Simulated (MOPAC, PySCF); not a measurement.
Species: SiNH2F2, charge 0, multiplicity 2. SMILES: [Si](F)(F)N
Structure (B3LYP-D3(BJ)/def2-TZVP (Ansatz) minimum search):
```xyz
6

N     -1.5164    -0.0239     0.3406
Si     0.0543    -0.2448    -0.2994
F      0.9812    -0.7635     0.8992
F      0.5745     1.1935    -0.7745
H     -1.9435    -0.7639     0.8786
H     -2.2038     0.4886    -0.1926
```
Charge 0, spin multiplicity 2.

Unscaled harmonic wavenumbers (cm⁻¹) in rising order, each level at the stationary point that it reaches from this structure (no distance between atoms moves by over 0.3 Å); the order of modes can differ between levels, and a negative number is imaginary. B3LYP-D3(BJ)/def2-TZVP (PySCF, at the structure above): 132, 265, 319, 385, 433, 777, 786, 898, 932, 1579, 3553, 3644.

PM6 (MOPAC): 151, 219, 229, 308, 569, 601, 627, 761, 970, 1529, 2776, 2811. Zero-point energy 16.5 against 19.6 kcal/mol; where all levels lie over 400 cm⁻¹, the wavenumbers are on average 0.912 times those of B3LYP-D3(BJ)/def2-TZVP.

PM7 (MOPAC): 206, 222, 244, 295, 489, 763, 839, 1021, 1030, 1589, 2734, 2774. Zero-point energy 17.4 against 19.6 kcal/mol; where all levels lie over 400 cm⁻¹, the wavenumbers are on average 0.995 times those of B3LYP-D3(BJ)/def2-TZVP.
